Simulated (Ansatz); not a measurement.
Consider the formal exchange of groups at the Si–Br bond: `C=CO[SiH2]Br` + CH₄ → `C=CO[SiH2]C` + HBr.

Calculated with Ansatz (gas phase, PBE0-D4/def2-TZVP geometries, no zero-point term in ΔE). CCSD(T)/CBS is the MP2 limit (def2-TZVPP, def2-QZVPP) plus CCSD(T) − MP2 in def2-TZVPP, frozen cores. This one scheme is used for every species. DFT in def2-TZVPP. For Br outer-core shells are correlated without core-valence functions, which leaves a few kJ/mol of doubt a bond. Scalar relativity is left out up to krypton. One conformer a species, not always the lowest.

| level | ΔE (kJ/mol) |
| --- | --- |
| PBE-D4 | 98.2 |
| ωB97X-V | 99.1 |
| r2SCAN | 102.8 |
| CCSD/def2-TZVPP | 98.6 |

Problem. What does CCSD(T)/CBS give? (An estimate is asked.)

Solution. Ansatz gave: +102.4 kJ/mol. The listed levels differ from it by -4.2, -3.3, 0.4, -3.8 kJ/mol.

Largest T1 diagnostic among the species: 0.012.

In def2-TZVPP, CCSD(T) changes the Hartree–Fock value by −13.0 kJ/mol (the triples alone add −0.8 kJ/mol) and MP2 by −7.4 kJ/mol.

CCSD(T)/CBS has its own doubt, a few kJ/mol and more with outer-core shells, so smaller differences from it don't rank the levels.
